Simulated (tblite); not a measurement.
C₇H₁₄GeO.
Atom-mapped SMILES: `[GeH3:1][O:2][CH:3]1[CH2:4][CH2:5][CH:6]=[CH:7][CH2:8][CH2:9]1` (hydrogens: H10, H11, H12 on Ge1; H13 on C3; H14, H15 on C4; H16, H17 on C5; H18 on C6; H19 on C7; H20, H21 on C8; H22, H23 on C9)

Geometry (GFN2-xTB, Å), atoms numbered from 1 in this order:
```xyz
23
C7H14GeO angstrom
Ge     3.4416   -0.3528   -0.0058
O      1.9881    0.3772    0.6066
C      0.6979    0.4446    0.0269
C      0.2524   -0.9200   -0.4927
C     -1.0829   -0.8965   -1.2430
C     -2.2656   -0.8237   -0.3249
C     -2.5083    0.1968    0.4820
C     -1.6179    1.3967    0.5942
C     -0.2199    1.0267    1.1028
H      3.3459   -1.8554   -0.0367
H      3.7510    0.1527   -1.3914
H      4.4120    0.1235    1.0157
H      0.7295    1.1451   -0.8229
H      1.0351   -1.2701   -1.1773
H      0.2038   -1.6191    0.3453
H     -1.0867   -0.0355   -1.9184
H     -1.1558   -1.7982   -1.8527
H     -2.9376   -1.6703   -0.3367
H     -3.3773    0.1771    1.1246
H     -2.0634    2.1161    1.2825
H     -1.5218    1.8834   -0.3813
H      0.2750    1.9192    1.4914
H     -0.2996    0.3096    1.9219
```

All values are computed: GFN2-xTB (tblite) harmonic vibrations without scaling, gas phase. Errors from tens to a few hundred cm⁻¹ against measured bands are possible. Modes of hydrogen on germanium can be 10 to 20 % off. One conformer, not necessarily the lowest.

Harmonic wavenumbers (cm⁻¹): 28.1, 87.3, 116.1, 163.1, 185.4, 230.0, 267.8, 305.8, 340.7, 436.1, 450.8, 489.5, 570.3, 618.3, 625.9, 637.7, 758.6, 767.2, 801.7, 810.8, 836.2, 884.7, 911.5, 921.3, 928.3, 951.2, 1024.8, 1060.3, 1076.0, 1088.8, 1101.8, 1138.3, 1149.4, 1187.1, 1235.0, 1239.7, 1253.1, 1302.1, 1307.8, 1318.9, 1328.3, 1349.2, 1353.3, 1366.6, 1468.6, 1475.0, 1483.3, 1486.7, 1725.2, 1907.9, 1962.5, 2098.8, 2830.5, 2904.8, 2942.5, 2943.3, 2973.0, 2976.6, 2989.9, 2991.6, 2995.5, 3059.0, 3075.5.

A = 2972, B = 502.5, C = 447.0 MHz; mass 188.026 u (most abundant isotopes); point group C1, symmetry number 1.

Question: Zero-point energy?

Answer: ½Σν̃ = 41148 cm⁻¹ = 492.24 kJ/mol.

Question: Entropy at 298.15 K, 1 bar (ideal gas, RRHO, classical rotation)?

Answer: Translation 174.16, rotation 127.84, vibration 126.76: S = 428.8 J/(mol K).

Question: And Cp and H(298.15 K) − H(0)?

Answer: Cp = 176.49 J/(mol K), of which vibrations give 143.24 (their classical limit is 63 R = 523.8); H(298.15 K) − H(0) = 30.10 kJ/mol without the zero-point energy, 20.18 from vibrations.

Question: Which modes carry the vibrational entropy at 298.15 K?

Answer: 28.1 cm⁻¹: 24.93; 87.3 cm⁻¹: 15.56; 116.1 cm⁻¹: 13.24; 163.1 cm⁻¹: 10.52; 185.4 cm⁻¹: 9.51; 230.0 cm⁻¹: 7.86 J/(mol K); the other 57 give 45.13 together.

Question: How do the functions run with temperature in this model?

Answer: 
| T (K) | S (J/(mol K)) | Cp (J/(mol K)) | H − H(0) (kJ/mol) | G − H(0) (kJ/mol) | ln q(vib) |
| --- | --- | --- | --- | --- | --- |
| 100 | 302.1 | 77.3 | 5.39 | -24.82 | 1.90 |
| 200 | 369.7 | 123.8 | 15.40 | -58.53 | 4.47 |
| 300 | 429.9 | 177.5 | 30.43 | -98.53 | 7.15 |
| 500 | 545.2 | 278.1 | 76.43 | -196.15 | 12.79 |
| 800 | 699.3 | 376.2 | 175.95 | -383.47 | 21.38 |
| 1000 | 788.0 | 417.9 | 255.60 | -532.37 | 26.87 |

q(vib) and H(0) count from the zero-point level.

Question: What must be added to the electronic energy to get the Gibbs energy at 298.15 K and 1 bar?

Answer: ZPE + [H(298.15 K) − H(0)] − T·S = 492.24 + 30.10 − 127.84 = 394.50 kJ/mol.

Question: Blend soft modes into free rotors: weight 1/[1 + (100 cm⁻¹/ν̃)⁴] for the oscillator and the rest for a rotor with moment μB/(μ + B), μ = h/(8π²ν), B = 10⁻⁴⁴ kg m². What vibrational entropy results?

Answer: 116.50 J/(mol K) in place of 126.76, which changes −T·S at 298.15 K by +3.06 kJ/mol.

Hindered rotation and anharmonicity are outside this model. Other conformers, if any are populated, would add a mixing term that is left out. The structure is chiral; the term R ln 2 for an equal mix with its mirror image is left out.
